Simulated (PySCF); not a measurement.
Vertical excitations of a molecule CH8FN3Si from TDDFT-PBE/def2-SVPD (PySCF), as energy in eV (oscillator strength): 5.42 (0.028), 5.56 (0.039), 5.97 (0.009), 6.07 (0.048), 6.12 (0.013), 6.60 (0.010), 6.64 (0.007), 6.74 (0.012), 6.77 (0.022), 6.86 (0.012). Lowest triplet (TDA): 5.28 eV. The structure is a stationary point at PBE0-D3(BJ)/def2-SVP. Other conformers were not sampled.

Question: Pick the molecule that these values belong to.
A. N[Si](N)(N)CF
B. NC[Si](N)(N)F
C. CN[Si](N)(N)F

Answer: A, N[Si](N)(N)CF
